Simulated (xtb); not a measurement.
xtb input (GFN2-xTB):

```bash
xtb mol.xyz --gfn 2 --sp --chrg 1 --uhf 0
```
mol.xyz:
```
4

Ta     0.08377737     0.15091545     0.05662965
O      1.29835533    -0.89852219    -0.45810981
F     -0.82470385    -0.77739098     1.34254634
F     -1.00891733     0.35198536    -1.39466697
```

Output:

```
           -------------------------------------------------
          |                Calculation Setup                |
           -------------------------------------------------

           -------------------------------------------------
          |                 G F N 2 - x T B                 |
           -------------------------------------------------

        Reference                      10.1021/acs.jctc.8b01176
      * Hamiltonian:
        H0-scaling (s, p, d)           1.850000    2.230000    2.230000
        zeta-weighting                 0.500000
      * Dispersion:
        s8                             2.700000
        a1                             0.520000
        a2                             5.000000
        s9                             5.000000
      * Repulsion:
        kExp                           1.500000    1.000000
        rExp                           1.000000
      * Coulomb:
        alpha                          2.000000
        third order                    shell-resolved
        anisotropic                    true
        a3                             3.000000
        a5                             4.000000
        cn-shift                       1.200000
        cn-exp                         4.000000
        max-rad                        5.000000

          ...................................................
          :                      SETUP                      :
          :.................................................:
          :  # basis functions                  22          :
          :  # atomic orbitals                  21          :
          :  # shells                            9          :
          :  # electrons                        24          :
          :  max. iterations                   250          :
          :  Hamiltonian                  GFN2-xTB          :
          :  restarted?                      false          :
          :  GBSA solvation                  false          :
          :  PC potential                    false          :
          :  electronic temp.          300.0000000     K    :
          :  accuracy                    1.0000000          :
          :  -> integral cutoff          0.2500000E+02      :
          :  -> integral neglect         0.1000000E-07      :
          :  -> SCF convergence          0.1000000E-05 Eh   :
          :  -> wf. convergence          0.1000000E-03 e    :
          :  Broyden damping             0.4000000          :
          :  net charge                          1          :
          :  unpaired electrons                  0          :
          ...................................................

 iter      E             dE          RMSdq      gap      omega  full diag
   1    -14.8647367 -0.148647E+02  0.123E+01    1.23       0.0  T
   2    -14.9077343 -0.429976E-01  0.137E+01    3.45       1.0  T
   3    -15.0369395 -0.129205E+00  0.876E+00    2.34       1.0  T
   4    -14.8473699  0.189570E+00  0.154E+01    1.10       1.0  T
   5    -15.0342942 -0.186924E+00  0.594E+00    2.35       1.0  T
   6    -15.0479842 -0.136899E-01  0.277E+00    1.80       1.0  T
   7    -15.0524107 -0.442648E-02  0.408E-01    2.00       1.0  T
   8    -15.0519492  0.461472E-03  0.935E-01    2.05       1.0  T
   9    -15.0524559 -0.506729E-03  0.126E-01    1.99       1.0  T
  10    -15.0524618 -0.586378E-05  0.938E-03    1.99       5.3  T
  11    -15.0524615  0.278646E-06  0.220E-02    1.99       2.3  T
  12    -15.0524618 -0.286812E-06  0.133E-03    1.99      37.6  T
  13    -15.0524618 -0.639304E-09  0.487E-04    1.99     102.7  T
  14    -15.0524618 -0.961577E-10  0.200E-04    1.99     249.5  T

   *** convergence criteria satisfied after 14 iterations ***

         #    Occupation            Energy/Eh            Energy/eV
      -------------------------------------------------------------
         1        2.0000           -1.1336851             -30.8491
       ...           ...                  ...                  ...
         6        2.0000           -0.7969569             -21.6863
         7        2.0000           -0.7940731             -21.6078
         8        2.0000           -0.7907379             -21.5171
         9        2.0000           -0.7876853             -21.4340
        10        2.0000           -0.7572745             -20.6065
        11        2.0000           -0.7568294             -20.5944
        12        2.0000           -0.7517925             -20.4573 (HOMO)
        13                         -0.6787696             -18.4703 (LUMO)
        14                         -0.5827382             -15.8571
        15                         -0.5672165             -15.4347
        16                         -0.4998264             -13.6010
        17                         -0.4826896             -13.1347
       ...                                ...                  ...
        21                          0.2843509               7.7376
      -------------------------------------------------------------
                  HL-Gap            0.0730229 Eh            1.9871 eV
             Fermi-level           -0.7152811 Eh          -19.4638 eV

 SCC (total)                   0 d,  0 h,  0 min,  0.006 sec
 SCC setup                      ...        0 min,  0.000 sec (  1.782%)
 Dispersion                     ...        0 min,  0.000 sec (  0.467%)
 classical contributions        ...        0 min,  0.000 sec (  0.277%)
 integral evaluation            ...        0 min,  0.001 sec ( 17.659%)
 iterations                     ...        0 min,  0.004 sec ( 59.892%)
 molecular gradient             ...        0 min,  0.001 sec ( 17.817%)
 printout                       ...        0 min,  0.000 sec (  1.267%)

         :::::::::::::::::::::::::::::::::::::::::::::::::::::
         ::                     SUMMARY                     ::
         :::::::::::::::::::::::::::::::::::::::::::::::::::::
         :: total energy             -15.017702898667 Eh    ::
         :: gradient norm              0.059194813877 Eh/a0 ::
         :: HOMO-LUMO gap              1.987053104174 eV    ::
         ::.................................................::
         :: SCC energy               -15.052461676761 Eh    ::
         :: -> isotropic ES            0.184737812694 Eh    ::
         :: -> anisotropic ES          0.007260899309 Eh    ::
         :: -> anisotropic XC         -0.002853506409 Eh    ::
         :: -> dispersion             -0.001528908356 Eh    ::
         :: repulsion energy           0.034758778094 Eh    ::
         :: add. restraining           0.000000000000 Eh    ::
         :: total charge               1.000000000000 e     ::
         :::::::::::::::::::::::::::::::::::::::::::::::::::::

           -------------------------------------------------
          |                Property Printout                |
           -------------------------------------------------

    * Orbital Energies and Occupations

         #    Occupation            Energy/Eh            Energy/eV
      -------------------------------------------------------------
         1        2.0000           -1.1336851             -30.8491
         2        2.0000           -1.1217908             -30.5255
         3        2.0000           -0.9706267             -26.4121
         4        2.0000           -0.8332811             -22.6747
         5        2.0000           -0.7994280             -21.7535
         6        2.0000           -0.7969569             -21.6863
         7        2.0000           -0.7940731             -21.6078
         8        2.0000           -0.7907379             -21.5171
         9        2.0000           -0.7876853             -21.4340
        10        2.0000           -0.7572745             -20.6065
Note: The following floating-point exceptions are signalling: IEEE_DENORMAL
normal termination of xtb
        11        2.0000           -0.7568294             -20.5944
        12        2.0000           -0.7517925             -20.4573 (HOMO)
        13                         -0.6787696             -18.4703 (LUMO)
        14                         -0.5827382             -15.8571
        15                         -0.5672165             -15.4347
        16                         -0.4998264             -13.6010
        17                         -0.4826896             -13.1347
        18                         -0.4708842             -12.8134
        19                         -0.1104905              -3.0066
        20                          0.1858316               5.0567
        21                          0.2843509               7.7376
      -------------------------------------------------------------
                  HL-Gap            0.0730229 Eh            1.9871 eV
             Fermi-level           -0.7152811 Eh          -19.4638 eV

     #   Z          covCN         q      C6AA      α(0)
     1  73 Ta       2.041     1.613   348.374    45.281
     2   8 O        0.722    -0.236    18.710     5.796
     3   9 F        0.660    -0.189    11.139     3.939
     4   9 F        0.660    -0.189    11.139     3.939

 Mol. C6AA /au·bohr⁶  :        830.532341
 Mol. C8AA /au·bohr⁸  :      84912.468217
 Mol. α(0) /au        :         58.956535

Wiberg/Mayer (AO) data.
largest (>0.10) Wiberg bond orders for each atom

 ---------------------------------------------------------------------------
     #   Z sym  total        # sym  WBO       # sym  WBO       # sym  WBO
 ---------------------------------------------------------------------------
     1  73 Ta   4.735 --     2 O    2.308     4 F    1.213     3 F    1.213
     2   8 O    2.575 --     1 Ta   2.308     4 F    0.133     3 F    0.133
     3   9 F    1.411 --     1 Ta   1.213     2 O    0.133
     4   9 F    1.411 --     1 Ta   1.213     2 O    0.133
 ---------------------------------------------------------------------------

Topologies differ in total number of bonds
Writing topology from bond orders to xtbtopo.mol

molecular dipole:
                 x           y           z       tot (Debye)
 q only:        0.330       1.012       0.395
   full:       -0.173       2.278       0.951       6.290
molecular quadrupole (traceless):
                xx          xy          yy          xz          yz          zz
 q only:       -0.663       1.295       1.563       0.490       1.103      -0.900
  q+dip:       -1.369       1.812       2.292       0.741       1.427      -0.923
   full:       -1.913       3.036       2.786       1.286       1.530      -0.873

           -------------------------------------------------
          | TOTAL ENERGY              -15.017702898667 Eh   |
          | GRADIENT NORM               0.059194813877 Eh/α |
          | HOMO-LUMO GAP               1.987053104174 eV   |
           -------------------------------------------------

------------------------------------------------------------------------
------------------------------------------------------------------------
 total:
 SCF:
```
